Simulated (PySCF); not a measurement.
CH8B2Si, SMILES C([SiH2]B)B, GFN2-xTB optimised geometry.

```
12

B      1.50     0.38    -0.96
C      1.18    -0.77     0.00
Si    -0.78    -0.77     0.00
B     -1.25     1.11     0.00
H      1.56     1.48    -0.55
H      1.63     0.20    -2.11
H      1.47    -0.62     1.04
H      1.50    -1.77    -0.30
H     -1.13    -1.61     1.16
H     -1.19    -1.60    -1.15
H     -1.20     1.77     0.97
H     -1.56     1.67    -0.99
```

Density from PBE/def2-TZVP (PySCF) at that geometry.

Minimum of the electron density along straight lines between bonded atoms, close to the bond critical point (lines longer than 1.1 times the sum of covalent radii, or with two minima, are not listed):

```tsv
bond	length / Å	ρ at the minimum / e bohr⁻³	∇²ρ there / e bohr⁻⁵	position (fraction from the first atom)
B1–C2	1.533	0.192	-0.21	0.33
C2–Si3	1.955	___	0.09	0.60
Si3–B4	1.948	0.120	___	0.39
B1–H5	1.175	0.187	___	0.44
B1–H6	1.172	0.191	-0.37	0.44
C2–H7	1.088	0.272	-0.89	0.64
C2–H8	1.086	0.273	-0.90	0.64
Si3–H9	1.478	0.120	0.16	0.50
Si3–H10	1.477	0.121	0.16	0.49
B4–H11	1.170	0.192	-0.40	0.45
B4–H12	1.170	0.192	-0.40	0.45
```

Complete the blanks.


- C2–Si3, ρ at the minimum / e bohr⁻³: 0.097
- Si3–B4, ∇²ρ there / e bohr⁻⁵: -0.03
- B1–H5, ∇²ρ there / e bohr⁻⁵: -0.34
